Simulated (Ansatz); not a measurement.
Relaxation of GeH8O2Si (12 atoms, charge 0, multiplicity 1), to a largest force component of 0.03 eV/Å in at most 50 steps.

These are results of Ansatz 0.2.0, RKS PBE-D4/def2-SVP, not measurements.

```xyz
12
Properties=species:S:1:pos:R:3
Ge -0.130 0.334 -0.024
O -0.226 0.124 1.754
H -1.125 -0.123 2.035
H 1.357 0.611 -0.313
H -0.997 1.576 -0.403
H -0.698 -0.902 -0.773
O 1.440 -2.049 0.823
Si 0.569 -3.491 0.870
H 1.043 -4.300 -0.299
H 0.812 -4.249 2.151
H -0.920 -3.270 0.744
H 1.276 -1.478 1.616
```

**Question.** Where does it end, and by what steps?

**Answer.** The run converged. The force dipped under the threshold on the way, but the program's further checks kept it going. After 15 steps the energy has fallen by 0.156 eV; H9 moved furthest, 0.63 Å.

| step | energy less start (eV) | largest force component (eV/Å) | accepted |
| --- | --- | --- | --- |
| 0 | 0.0000 | 0.783 | yes |
| 1 | -0.0747 | 0.833 | yes |
| 2 | -0.1350 | 0.327 | yes |
| 3 | -0.1432 | 0.235 | yes |
| 4 | -0.1398 | 0.165 | no |
| 5 | -0.1485 | 0.036 | yes |
| 6 | -0.1497 | 0.046 | yes |
| 7 | -0.1506 | 0.033 | yes |
| 8 | -0.1516 | 0.048 | yes |
| 9 | -0.1523 | 0.063 | yes |
| 10 | -0.1533 | 0.076 | yes |
| 11 | -0.1540 | 0.076 | yes |
| 12 | -0.1546 | 0.064 | yes |
| 13 | -0.1551 | 0.059 | yes |
| 14 | -0.1555 | 0.028 | yes |
| 15 | -0.1557 | 0.018 | yes |

```xyz
12
Properties=species:S:1:pos:R:3
Ge -0.231 0.486 -0.086
O 0.064 -0.050 1.641
H -0.771 -0.192 2.125
H 1.182 0.828 -0.596
H -1.153 1.735 -0.039
H -0.899 -0.664 -0.882
O 1.536 -2.198 0.966
Si 0.612 -3.592 0.928
H 1.374 -4.613 0.137
H 0.333 -4.152 2.304
H -0.735 -3.373 0.268
H 1.089 -1.432 1.416
```

Whether the end is a true minimum wasn't checked by a vibrational analysis.

Run time: 23 s on 4 threads of Arm Neoverse V2 (shared host), peak memory 0.17 GiB.
